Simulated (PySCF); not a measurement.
Structure problem from calculated spectra and properties.

Formula: CH5GaO.

* 1H NMR: chemical shifts (computed TMS as zero) by class: 5.51 (2 H), 4.18 (3 H) ppm [GIAO B3LYP/pcSseg-1 (pcSseg-2 on Ga)]
* Triplet: lowest triplet excitation (Tamm–Dancoff): 5.11 eV [TDA CAM-B3LYP/def2-SVPD]
* XPS: C1s 292.1, O1s 537.3 eV [ΔSCF SCAN, pcX-2 on the ionised atom, pcseg-1 elsewhere, spin-free X2C]
* Polarisability: 47.3 au [CAM-B3LYP/def2-SVPD]
* Dipole: 1.21 D [CAM-B3LYP/def2-SVPD]
* NMR, other nuclei: isotropic shieldings of nuclei other than C and H, by class: 181 (1 O), 1309 (1 Ga) ppm [GIAO B3LYP/pcSseg-1 (pcSseg-2 on Ga)]
* Couplings: largest of the computed one-bond spin–spin couplings (means over like bonds): 13C–1H +131.8 (×3), 17O–13C +25.4 Hz [PBE/pcJ-1 (pcSseg-1 on Ga)]
* Rotational structure: rotational constants A, B, C: 39.536, 3.944, 3.669 GHz [PBE0-D3(BJ)/def2-SVP]
* 13C NMR: chemical shifts (computed TMS as zero) by class: 61.1 (1 C) ppm [GIAO B3LYP/pcSseg-1 (pcSseg-2 on Ga)]

The electronic properties come from PySCF, for the isolated species, density fitting. Levels stand in brackets. One conformer (not necessarily the lowest) at the PBE0-D3(BJ)/def2-SVP geometry, without solvent, vibrations or thermal averaging. The calculation (core ionisation apart) is non-relativistic and has no spin–orbit coupling, an omission that weighs most on gallium. Each NMR value is the plain mean over a class of atoms that symmetry, rotation or inversion makes alike.

Question: What is the compound? Reason from the data.

Answer: The one carbon: carbon bonded to O and 3 H (61.1 ppm). Hydrogen classes from least to most shielded: 2 H on a gallium bonded to O and 2 H (5.51 ppm), 3 H on a carbon bonded to O and 3 H (4.18 ppm). The other shieldings belong to: 181 ppm, oxygen bonded to C and Ga; 1309 ppm, gallium bonded to O and 2 H. The couplings run between: +131.8 Hz, carbon bonded to O and 3 H and its hydrogen (with 2 like pairs); +25.4 Hz, oxygen bonded to C and Ga and carbon bonded to O and 3 H. The core levels belong to: C1s 292.1 eV, carbon bonded to O and 3 H; O1s 537.3 eV, oxygen bonded to C and Ga. No core level of Ga was computed. The optimised geometry has point group Cs and is an asymmetric top. Structure: GaH2(OMe), `[H][Ga]([H])[O]C`. The assignments are read from this structure; whether some other isomer fits the data as well wasn't checked. NMR values of atoms bound to Ga lack the spin–orbit term that these neighbours bring.
